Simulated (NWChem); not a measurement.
Molecule: NaOH; SMILES [OH][Na]

```xyz
3

Na    -0.0667    -0.9424     0.0000
O      0.1330     0.9559     0.0000
H      0.2311     1.9075     0.0000
```
Atoms are numbered in this order, from 1.

The geometry was optimised at PBE0/def2-SVP.

 Unshifted, non-relativistic core excitations; the lowest 4 roots alone, so stronger bands may lie above.

List the first O K-edge excitations from BHandHLYP/def2-TZVP, restricted-window TDA (NWChem).


| state | energy (eV) | dipole oscillator strength | leading excitation (squared amplitude) |
|---|---|---|---|
| S1 | 527.8 | 0.0009 | 1s of atom 2 or its equivalents → LUMO (0.93) |
| S2 | 529.5 | 0.0076 | 1s of atom 2 or its equivalents → LUMO+2 (0.95) |
| S3 | 529.5 | 0.0076 | 1s of atom 2 or its equivalents → LUMO+1 (0.95) |
| S4 | 529.6 | 0.0101 | 1s of atom 2 or its equivalents → LUMO+3 (0.74) |
